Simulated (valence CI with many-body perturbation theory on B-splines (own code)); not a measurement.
Values are calculated unless marked as measured or tabulated.
## Energy levels of Ca14+

Method: configuration interaction combined with many-body perturbation theory (CI+MBPT): four valence electrons over a frozen Dirac-Fock core [He], radial functions for each j: 11 s, 11 p, 10 d, 8 f, 5 g, 2 h, with the one-electron correlation potential Σ1, the two-electron term Σ2, the three-electron term Σ3, Breit, model QED; selected CI, second order for the rest, scaled by the run's own slope (own B-spline code, finite nucleus).

No measured spectrum was set against this ion. As an estimate, levels of excited configurations hold to 0.05 to 0.15 % of their energy, terms of the ground configuration to about 0.5 %. Among the levels kept, up to 880 cm⁻¹ of a level comes from second order outside the variational space, and about a tenth of that is noise between levels of different J, which matters for small intervals.

Levels 46 to 90 of 189, with energies above the lowest level, 2s2 2p2 3P_0. "Leading %" is the weight of the configuration and term that name the level; weights of strongly mixed levels are sums over their largest components and can fall short, so below about 35 % the name and the second component can differ from the true leading terms, or belong to a minority configuration.

| No. | Configuration | Term | J | E (Ry) | Leading % | g | Second component |
| --- | --- | --- | --- | --- | --- | --- | --- |
| 46 | 2s2 2p 3d | 3P° | 2 | 40.401 | 57 | 1.359 | 37 % 2s2 2p 3d 3D° |
| 47 | 2s2 2p 3d | 3P° | 1 | 40.419 | 78 | 1.317 | 17 % 2s2 2p 3d 3D° |
| 48 | 2s 2p2 3s | 3P | 1 | 40.422 | 90 | 1.502 | 8 % 2s2 2p 3p 3P |
| 49 | 2s2 2p 3d | 3P° | 0 | 40.434 | 96 |  |  |
| 50 | 2s 2p2 3s | 3P | 2 | 40.586 | 90 | 1.494 | 7 % 2s2 2p 3p 3P |
| 51 | 2s2 2p 3d | 1F° | 3 | 40.775 | 92 | 1.010 |  |
| 52 | 2s2 2p 3d | 1P° | 1 | 40.782 | 88 | 0.997 | 4 % 2s2 2p 3d 3D° |
| 53 | 2s 2p2 3p | 5D° | 0 | 40.883 | 97 |  |  |
| 54 | 2s 2p2 3p | 3S° | 1 | 40.885 | 43 | 1.825 | 41 % 2s 2p2 3p 5D° |
| 55 | 2s 2p2 3p | 5D° | 1 | 40.949 | 55 | 1.726 | 41 % 2s 2p2 3p 3S° |
| 56 | 2s 2p2 3p | 5D° | 2 | 40.986 | 91 | 1.526 | 8 % 2s 2p2 3p 5P° |
| 57 | 2s 2p2 3p | 5D° | 3 | 41.097 | 93 | 1.509 | 6 % 2s 2p2 3p 5P° |
| 58 | 2s 2p2 3p | 5P° | 1 | 41.166 | 86 | 2.401 | 10 % 2s 2p2 3p 3S° |
| 59 | 2s 2p2 3p | 5P° | 2 | 41.186 | 86 | 1.791 | 8 % 2s 2p2 3p 5D° |
| 60 | 2s 2p2 3p | 5D° | 4 | 41.237 | 99 | 1.497 |  |
| 61 | 2s 2p2 3p | 5P° | 3 | 41.290 | 87 | 1.633 | 6 % 2s 2p2 3p 5D° |
| 62 | 2s 2p2 3p | 3D° | 1 | 41.407 | 95 | 0.546 |  |
| 63 | 2s 2p2 3p | 3D° | 2 | 41.499 | 92 | 1.194 |  |
| 64 | 2s 2p2 3p | 3D° | 3 | 41.645 | 92 | 1.349 | 6 % 2s 2p2 3p 5P° |
| 65 | 2s 2p2 3p | 5S° | 2 | 41.655 | 94 | 1.984 |  |
| 66 | 2s 2p2 3s | 3D | 1 | 41.677 | 96 | 0.504 |  |
| 67 | 2s 2p2 3s | 3D | 2 | 41.686 | 96 | 1.170 |  |
| 68 | 2s 2p2 3s | 3D | 3 | 41.698 | 96 | 1.335 |  |
| 69 | 2s 2p2 3p | 3P° | 0 | 41.709 | 98 |  |  |
| 70 | 2s 2p2 3p | 3P° | 1 | 41.762 | 92 | 1.485 |  |
| 71 | 2s 2p2 3p | 3P° | 2 | 41.802 | 93 | 1.489 |  |
| 72 | 2s 2p2 3s | 1D | 2 | 42.091 | 96 | 1.005 |  |
| 73 | 2s 2p2 3d | 5F | 1 | 42.158 | 96 | 0.046 |  |
| 74 | 2s 2p2 3d | 5F | 2 | 42.188 | 91 | 1.041 | 7 % 2s 2p2 3d 5D |
| 75 | 2s 2p2 3d | 5F | 3 | 42.240 | 86 | 1.282 | 12 % 2s 2p2 3d 5D |
| 76 | 2s 2p2 3d | 5F | 4 | 42.324 | 89 | 1.364 | 10 % 2s 2p2 3d 5D |
| 77 | 2s 2p2 3d | 5F | 5 | 42.437 | 99 | 1.398 |  |
| 78 | 2s 2p2 3d | 5D | 0 | 42.443 | 97 |  |  |
| 79 | 2s 2p2 3d | 5D | 1 | 42.446 | 91 | 1.484 |  |
| 80 | 2s 2p2 3d | 5D | 2 | 42.454 | 78 | 1.486 | 9 % 2s 2p2 3d 5P |
| 81 | 2s 2p2 3d | 5D | 3 | 42.477 | 67 | 1.496 | 19 % 2s 2p2 3d 5P |
| 82 | 2s 2p2 3d | 5D | 4 | 42.562 | 87 | 1.477 | 10 % 2s 2p2 3d 5F |
| 83 | 2s 2p2 3d | 3P | 2 | 42.680 | 89 | 1.476 | 5 % 2s 2p2 3d 5D |
| 84 | 2s 2p2 3d | 5P | 3 | 42.713 | 78 | 1.628 | 19 % 2s 2p2 3d 5D |
| 85 | 2s 2p2 3s | 3S | 1 | 42.731 | 65 | 1.813 | 22 % 2s 2p2 3s 3P |
| 86 | 2s 2p2 3d | 5P | 2 | 42.768 | 89 | 1.798 | 8 % 2s 2p2 3d 5D |
| 87 | 2s 2p2 3d | 5P | 1 | 42.794 | 83 | 2.342 | 10 % 2s 2p2 3d 3P |
| 88 | 2s 2p2 3d | 3P | 1 | 42.809 | 80 | 1.620 | 12 % 2s 2p2 3d 5P |
| 89 | 2s 2p2 3s | 3P | 0 | 42.836 | 45 |  | 38 % 2s 2p2 3d 3P |
| 90 | 2s 2p2 3d | 3F | 2 | 42.842 | 96 | 0.688 |  |

Names give the largest LS component (configuration and term), which can be under half, so a name can repeat, a term be missing and a line seem to break the LS rules; names also repeat where a configuration has a term twice.

Where two levels of one J and parity lie close, their mixing, g and order are uncertain.
